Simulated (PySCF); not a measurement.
# Polarisability and C₆ of Pd²⁺ (palladium, charge +2)

[Kr] 4d7 5s1, high-spin 5F determinant (an excited configuration). Calculation: PySCF 2.14, in aug-cc-pwCVTZ-PP with ECP28MDF (8s8p7d4f3g, 122 functions); a scalar-relativistic core potential. Coupled (time-dependent) response in atomic units; α is the mean over directions.

| method | mean α (bohr³) | C₆ (like pair) | S(−4) |
| --- | --- | --- | --- |
| UHF | 22.06 | 117.2 | 365.5 |
| PBE | 16.47 | 88.74 | 162.6 |

S(−4) is the Cauchy moment in α(ω) = α(0) + S(−4) ω² + …

Spin-orbit coupling is absent.

α(iu) at UHF:

| u (hartree) | α(iu) (bohr³) |
| --- | --- |
| 0 | 22.06 |
| 0.0500 | 21.19 |
| 0.100 | 19.03 |
| 0.200 | 14.04 |
| 0.300 | 10.44 |
| 0.500 | 6.759 |
| 0.750 | 4.745 |
| 1.00 | 3.664 |
| 1.50 | 2.457 |
| 2.00 | 1.774 |
| 3.00 | 1.038 |
| 5.00 | 0.4656 |

For an ion, C₆ is the dispersion term alone; charge-induced terms of lower order in 1/R come first.

Energies and moments cover only the electrons outside the core potential.
